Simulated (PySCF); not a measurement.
Simulation results for AlBH8Si2

Calculation on a computer-drawn molecule: the log of a Hartree-Fock and frozen-core CCSD(T) single point meant for a local Hartree-Fock minimum, with one planted fault or none, to be diagnosed. Offsets are logged minus clean, where the clean run is the same molecule without the fault. The reference is restricted for singlets and unrestricted otherwise, and also for a bond in bohr or an excited solution. Adding or removing an electron swaps singlet and doublet. The excited solution moves the top pair (singlet) or top alpha electron (doublet) to the lowest empty orbital. Highest occupied and lowest empty are orbital energies over both spins, largest force is the largest gradient component, triples share is (T) over the correlation energy, the T1 limit is 0.02 restricted and 0.045 unrestricted, electrons count all cores, a negative frequency is imaginary (commonest isotopes), and the dipole is about the centre of nuclear charge. Program: PySCF 2.14.0.

```xyz
12
formula=AlBH8Si2 meant_charge=0 meant_multiplicity=1 meant_basis=cc-pV(D+d)Z logged_electrons=54 logged_basis_functions=123 logged_SCF_converged=yes logged_spin_squared=0 logged_highest_occupied=-6.3043 logged_lowest_empty=-2.7748 logged_largest_force=0.057488 logged_CC_converged=no logged_dipole_magnitude=2.3079 logged_SCF_stable_within_its_kind=no logged_energy_HF=-848.81668 possible_faults=no_fault,one_electron_removed,one_electron_added,multiplicity_raised_by_two,geometry_at_a_saddle_point,SCF_held_on_an_excited_solution,minimal_basis_STO-3G,one_bond_length_entered_in_bohr,all_coordinates_scaled planted_fault=SCF_held_on_an_excited_solution HF_energy_offset_from_clean_run=160.4
Al    -0.5592     2.0566     1.1527
B      0.5317     0.2571     0.7793
Si    -0.0332    -1.0644    -0.6686
Si     2.1962    -0.2353     1.8511
H     -0.2587     3.3662     0.3112
H     -1.6786     2.0975     2.2747
H     -1.4788    -1.0093    -1.0071
H      0.7356    -0.6744    -1.8822
H      0.2972    -2.4737    -0.3370
H      1.7095    -1.0899     2.9686
H      3.1903    -1.0107     1.0664
H      2.9015     0.9310     2.4427
```

Units: logged_highest_occupied, logged_lowest_empty in eV; logged_largest_force in hartree/bohr; logged_dipole_magnitude in debye; logged_energy_HF in hartree; HF_energy_offset_from_clean_run in kcal/mol.

Drawn bonds:
```tsv
atom	other atom	order
1	2	1
2	3	1
2	4	1
1	5	1
1	6	1
3	7	1
3	8	1
3	9	1
4	10	1
4	11	1
4	12	1
```

Notes: CCSD not converged.
